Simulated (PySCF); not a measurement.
## Electron correlation in B+ (boron, charge +1)

[He] 2s2, closed-shell 1S. All numbers are calculated (PySCF 2.14, no relativity, point nucleus, in aug-cc-pwCVDZ). Frozen: 1s2; 2 electrons correlated.

With two correlated electrons CCSD is exact within the correlated space (frozen core and kept virtual orbitals).

```csv
level,correlation energy (mhartree)
CCSD,-59.74
```

Diagnostics: T1 = 0.012, D1 = 0.0176, largest double amplitude 0.150.

A double-excitation amplitude exceeds 0.15, a sign of near-degeneracy.

Cost of the coupled-cluster step: of the order of 0.12 core-seconds, for 2 correlated electrons.

Iterations:

```
CC2 = 0
CCSD nocc = 1, nmo = 26
frozen orbitals [0]
max_cycle = 100
direct = 0
conv_tol = 1e-08
conv_tol_normt = 1e-06
diis_space = 8
diis_start_cycle = 0
Init t2, MP2 energy = -24.2698440590465  E_corr(MP2) -0.0340113994612528
Init E_corr(CCSD) = -0.0340113994614864
cycle = 1  E_corr(CCSD) = -0.0471072843436617  dE = -0.0130958849  norm(t1,t2) = 0.0669959
cycle = 2  E_corr(CCSD) = -0.053244109524629  dE = -0.00613682518  norm(t1,t2) = 0.0351513
cycle = 3  E_corr(CCSD) = -0.0598669440424982  dE = -0.00662283452  norm(t1,t2) = 0.0187088
cycle = 4  E_corr(CCSD) = -0.0597170351702537  dE = 0.000149908872  norm(t1,t2) = 0.000428364
cycle = 5  E_corr(CCSD) = -0.0597663387335245  dE = -4.93035633e-05  norm(t1,t2) = 0.000118578
cycle = 6  E_corr(CCSD) = -0.0597435717909591  dE = 2.27669426e-05  norm(t1,t2) = 6.43003e-05
cycle = 7  E_corr(CCSD) = -0.0597436561382296  dE = -8.43472704e-08  norm(t1,t2) = 2.62649e-06
cycle = 8  E_corr(CCSD) = -0.0597438175572082  dE = -1.61418979e-07  norm(t1,t2) = 3.79896e-07
cycle = 9  E_corr(CCSD) = -0.0597438012372706  dE = 1.63199376e-08  norm(t1,t2) = 1.05677e-07
cycle = 10  E_corr(CCSD) = -0.0597437808320765  dE = 2.04051942e-08  norm(t1,t2) = 5.82653e-08
cycle = 11  E_corr(CCSD) = -0.0597437818255325  dE = -9.93456054e-10  norm(t1,t2) = 5.6261e-09
CCSD converged
E(CCSD) = -24.29557644141074  E_corr = -0.05974378182553251
```
